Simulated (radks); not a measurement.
Task: The table gives one normalised radial function P(r) = r R(r) of La39+ in [He] 2s2 2p4 3s2 3p6 3d2 (r in bohr). Method: scalar-relativistic Kohn-Sham, PBE, spin-polarised, spherical densities, point nucleus; open shells are filled with parallel spins first (spin-orbit coupling, left out, can overturn this in heavy ions); computed with a radial shooting solver on a logarithmic mesh with Libxc functionals.

r            P
0.0008839   0.0034
0.001124    0.0051
0.001417    0.0077
0.001802    0.0116
0.002272    0.0174
0.002888    0.0264
0.003672    0.0400
0.00463     0.0597
0.005886    0.0898
0.007423    0.1323
0.009437    0.1959
0.0119      0.2824
0.01513     0.4048
0.01923     0.5660
0.02426     0.7580
0.03083     0.9809
0.03889     1.1869
0.04943     1.3262
0.06284     1.2946
0.07925     1.0012
0.1007      0.3644
0.1271     -0.5183
0.1615     -1.4774
0.2053     -2.1218
0.259      -2.1684
0.3292     -1.6429
0.4151     -0.9201
0.5278     -0.3465
0.6656     -0.0862
0.8461     -0.0115
1.076      -0.0007
1.356      0.0000

Which n and l does it have? It may be an empty orbital.

Result: n = 3, l = 1: the number of nodes gives n - l - 1 = 1, the rise at small r (about r^(l+1), flatter next to the nucleus through relativity) gives l, and the extent must fit the shell. The curve is that of 3p up; the table hardly tells the two spins apart. 3p up: eigenvalue -2997.1 eV, 1 radial node at r = 0.112 bohr, <r> = 0.251 bohr, 90 % of the charge inside 0.372 bohr.
